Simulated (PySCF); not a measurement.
C₃H₅BF₂O.
Cartesian coordinates in Å at the PBE0-D3(BJ)/def2-SVP level; atoms count from 1:
```
atom  x, y, z in Å
O1    -0.4496    1.0799   -1.1145
C2    -1.2291    0.6870   -0.2624
C3    -0.7522   -0.2968    0.7441
C4     0.5924   -0.8102    0.2360
B5     1.1740    0.3096   -0.7579
F6     1.6040   -0.0538   -1.9798
F7     1.8193    1.3635   -0.2093
H8    -2.2603    1.0922   -0.2486
H9    -0.6640    0.2719    1.6911
H10   -1.5293   -1.0559    0.9367
H11    1.2874   -1.0029    1.0653
H12    0.4556   -1.7574   -0.3071
```

Lines to be assigned: B 1s: 198.28 eV; C 1s: 290.52 (area 1), 292.00 (area 1), 294.76 (area 1) eV; O 1s: 539.84 eV; F 1s: 692.00 eV.

Computed with PySCF 2.14.0, delta-SCF UKS SCAN, pcX-2 on the ionised atom, pcseg-1 elsewhere, spin-free X2C. Isolated species at its PBE0-D3(BJ)/def2-SVP geometry (one conformer only).

Q: Order the carbon atoms by C 1s binding energy.

A: 290.52 eV: C4 (sp3 carbon bound to boron); 292.00 eV: C3 (sp3 carbon next to a carbonyl); 294.76 eV: C2 (aldehyde carbon). Lowest listed C 1s: C4, bonded to C, 2 H and B. Highest, 4.24 eV above it: C2, bonded to O (double bond), C and H. Summing the Pauling electronegativity differences to the bonded atoms, each weighted by its formal bond order, gives -1.21 for the lowest site and +1.43 for the highest; no listed site has a larger sum than the highest.

Bonded neighbours of each site: O1: C (double bond); C2: O (double bond), C and H; C3: 2 C and 2 H; C4: C, 2 H and B; B5: 2 F and C; F6/F7: B.

Q: Give the binding energy of C 1s of C2 in hartree and in kJ/mol.

A: 294.76 eV = 10.8322 Eh = 28440 kJ/mol.

One atom of each set of topologically equivalent atoms was ionised and stands for the set; in this conformer not all members are related by symmetry, and their own values weren't computed. The unrestricted hole states depart most from a pure doublet (⟨S²⟩ = 0.75; over 0.85 named) for C 1s of C2 (0.89), which makes this value less certain.
